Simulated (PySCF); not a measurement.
**Mo(31+): ionisation energy**

Mo(31+) [Ne] 3s1 [3s1/2^1, M_J = 1/2] → Mo(32+) [Ne], as a difference of total energies. Computed with PySCF 2.14 in an even-tempered Gaussian basis (18 s from 5.2 bohr⁻², ratio 2.4; 13 p from 6.8 bohr⁻², ratio 2.4; 4 d from 22 bohr⁻², ratio 2.6; 4 f from 33 bohr⁻², ratio 2.6), with the two-component X2C-1e Hamiltonian. Correlated levels: 1s2 frozen; the 50 highest virtual spinors dropped. "Screened" scales the spin-orbit matrix elements by Boettger's factors to mimic the two-electron term; Breit and QED terms are absent.

```json
{"method": "GHF (screened spin-orbit)", "ionisation energy (eV)": "1790.5"}
{"method": "GMP2 (screened spin-orbit)", "ionisation energy (eV)": "1791.2"}
```

Breit and QED terms and the two-electron picture change are absent.

For comparison: 1790.93 ± 0.06 eV (semi-empirical (NIST evaluation); NIST Atomic Spectra Database, ionization energies).
